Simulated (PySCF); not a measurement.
## Adding and removing an electron: SiBr

LDA; basis Si def2-TZVPPD, Br def2-TZVPPD; no relativity; PySCF 2.14. Neutral (UKS): doublet (π ↑), Re = 2.219 Å, ωe = 423 cm⁻¹, De = 4.68 eV, HOMO -4.14 eV, LUMO -4.15 eV.

SiBr⁺ (UKS): singlet (closed shell), Re = 2.108 Å, ωe = 523 cm⁻¹, De = 5.66 eV to Si⁺ + Br. The energies at the minima are -2858.92919 hartree for SiBr and -2858.66286 for SiBr⁺.

(1) Work out the adiabatic ionisation energy, without and with harmonic zero-point energies (1 hartree = 27.2114 eV, 1 eV = 8065.5 cm⁻¹), and the change of the bond length.

SiBr⁻ (UKS): triplet (π ↑↑), Re = 2.395 Å, ωe = 299 cm⁻¹, De = 2.26 eV to Si + Br⁻. The energies at the minima are -2858.92919 hartree for SiBr and -2858.97912 for SiBr⁻.

(2) Work out the adiabatic electron affinity, without and with harmonic zero-point energies (1 hartree = 27.2114 eV, 1 eV = 8065.5 cm⁻¹), and the change of the bond length.

Spin–orbit coupling is left out. For an ion De counts to the pair picked by the measured ionisation energies or electron affinities, which need not be the lowest pair at this level. The highest Kohn–Sham level is positive in this anion. Much of that is self-interaction error, but it also means that the finite basis helps to hold the extra electron. States were picked by a PBE0 search and need not be the measured ground states.

Answers

(1) At LDA: 0.26633 hartree = 7.247 eV between the minima; the zero-point term (523.0 − 423.0)/2 cm⁻¹ = +0.006 eV makes it 7.253 eV. Re changes by -11.1 pm against the neutral. The electron leaves a π orbital, and the shorter bond of the ion fits an antibonding orbital, or a change in how ionic the bond is.

(2) At LDA: 0.04993 hartree = 1.359 eV between the minima; the zero-point term (423.0 − 299.0)/2 cm⁻¹ = +0.008 eV makes it 1.366 eV. Re changes by +17.6 pm against the neutral. The electron enters a π orbital, and the longer bond of the ion fits an antibonding orbital, or a change in how ionic the bond is.
